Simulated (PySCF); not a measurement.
The PySCF input:
```python
from pyscf import gto, scf, dft

mol = gto.M(
    atom='''
Sb   -0.209122    0.737031    0.261695
O    -0.551862   -1.135489    0.304901
C    -1.598000   -1.820024    0.975159
C    -2.542198   -0.920732    1.741652
H    -2.135283   -2.386386    0.206379
H    -1.112976   -2.539260    1.644330
H    -3.024994   -0.212935    1.062670
H    -3.312659   -1.516051    2.224994
H    -1.996704   -0.367879    2.510956
O     1.280426    0.507835   -0.842181
C     1.836769   -0.689854   -1.387277
C     2.904202   -0.296771   -2.389438
H     2.265658   -1.283221   -0.571248
H     1.046081   -1.285148   -1.857997
H     3.675859    0.297536   -1.908882
H     3.355771   -1.194533   -2.801860
H     2.471324    0.284819   -3.198099
''',
    basis='3-21g',
    charge=1,
    spin=0,
    verbose=4,
)

mf = dft.RKS(mol)
mf.xc = 'm06'
mf.kernel()
```

Q: Predict the HOMO energy from M06/3-21G run with PySCF.

A: -12.59 eV

Q: What Mulliken (on the basis functions themselves) charges in atom order does M06/3-21G give?

A: Sb1 1.41, O2 -0.66, C3 -0.17, C4 -0.70, H5 0.28, H6 0.28, H7 0.23, H8 0.30, H9 0.23, O10 -0.64, C11 -0.18, C12 -0.63, H13 0.25, H14 0.24, H15 0.25, H16 0.25, H17 0.25

Q: What number of basis functions does M06/3-21G give?

A: 105

Q: What nuclear repulsion energy does M06/3-21G give?

A: 721.2210 Eh

Q: Give the total energy at the level M06/3-21G.

A: -6594.9392 Eh

Q: Estimate the HOMO-LUMO gap that M06/3-21G returns for this input.

A: 4.48 eV
